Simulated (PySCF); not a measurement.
**From computed data to an observable: oscillator strength and radiative lifetime**

CH₅Bi, SMILES [CH3][BiH2].

Geometry: r2SCAN-D4/def2-TZVP. The def2 effective core potentials stand for the cores of Bi; spin–orbit coupling is left out.

TDA-PBE0/def2-SVPD (PySCF) puts the first singlet state with f over 0.02 at 5.86 eV (vertical), with the transition dipole (0.320, -0.715, 0.000) in atomic units.

Question: Find the oscillator strength, the wavelength and the radiative lifetime that this transition would have in vacuum if emission retraced absorption.

Answer: 
|μ|² = 0.6136 au, so |μ| = 1.99 D. ΔE = 5.86/27.211 = 0.2154 hartree. f = (2/3) ΔE |μ|² = 0.088 (the program prints 0.088).
λ = 1239.84/5.86 = 212 nm; ν = 47264 cm⁻¹.
Einstein's coefficient A = 0.6670 ν² f s⁻¹ (ν in cm⁻¹) = 1.3e8 s⁻¹, so τ = 1/A = 7.6 ns. This state is S1. The figure is the radiative limit of this one transition; relaxation, internal conversion, crossing to triplets and a medium change what is measured.
